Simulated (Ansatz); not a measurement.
Gas-phase electronic energies from Ansatz, PBE0-D4/def2-TZVP geometries. CCSD(T)/CBS adds triple-zeta CCSD(T) − MP2 to the extrapolated MP2 energy (def2 sets, frozen cores). This one scheme is used for every species. Functionals use def2-TZVPP. B3LYP here is the variant with VWN-RPA as its local correlation; programs differ in this. HSE06 is defined as in plane-wave codes. For Br, Ga outer-core shells are correlated without core-valence functions, which leaves a few kJ/mol of doubt a bond. Scalar relativity is left out up to krypton. Each species was taken in one conformer, which may not be the lowest.

Reaction (ligand exchange at a Ga–C bond): `F[CH2][GaH][F]` + HBr → `[F][GaH][Br]` + fluoromethane

```tsv
level	ΔE (kJ/mol)	difference from CCSD(T)/CBS
LDA (SPW92)	-141.5	13.9
PBE-D4	-147.6	7.8
revPBE-D4	-146.3	9.1
BLYP-D4	-146.8	8.6
r2SCAN-D4	-157.8	-2.4
PBE0-D4	-156.4	-1.0
B3LYP-D4	-154.5	0.9
r2SCANh-D4	-160.1	-4.7
HSE06-D4	-156.9	-1.5
BHLYP-D4	-166.3	-10.9
CAM-B3LYP-D4	-153.2	2.2
ωB97X-V	-155.3	0.1
ωB97M-V	-154.0	1.4
B2PLYP	-158.7	-3.3
PBE-QIDH	-163.6	-8.2
PBE	-148.1	7.3
revPBE	-149.4	6.0
BLYP	-148.2	7.2
r2SCAN	-158.1	-2.7
PBE0	-156.8	-1.4
B3LYP	-155.2	0.2
r2SCANh	-160.3	-4.9
r2SCAN0	-163.5	-8.1
HSE06	-157.2	-1.8
BHLYP	-165.6	-10.2
CAM-B3LYP	-153.6	1.8
LC-ωPBE	-151.8	3.6
RPA@PBE/def2-TZVPP	-150.1	5.3
MP2/def2-SVP	-164.6	-9.2
CCSD/def2-SVP	-160.8	-5.4
CCSD(T)/def2-SVP	-159.5	-4.1
HF/def2-TZVPP	-181.9	-26.5
MP2/def2-TZVPP	-161.5	-6.1
CCSD(T)/def2-TZVPP	-156.6	-1.2
HF/def2-QZVPP	-181.7	-26.3
MP2/def2-QZVPP	-160.7	-5.3
SCS-MP2/def2-QZVPP	-160.8	-5.4
HF/CBS(def2)	-181.7	-26.3
MP2/CBS(def2)	-160.3	-4.9
CCSD/CBS(def2)	-157.1	-1.7
CCSD(T)/CBS	-155.4	0
```

Largest T1 diagnostic among the species: 0.013.

From BLYP to BHLYP (50 % exact exchange), in def2-TZVPP and without D4, ΔE moves by −17.3 kJ/mol. Leaving LDA and LC-ωPBE aside and taking each functional with its dispersion term where it has one, the values spread over 20.0 kJ/mol, from BHLYP-D4 to revPBE-D4. LDA lies +6.6 kJ/mol from PBE without D4. At CCSD(T), def2-SVP lies −4.1 kJ/mol from the extrapolated value and def2-TZVPP −1.2 kJ/mol.
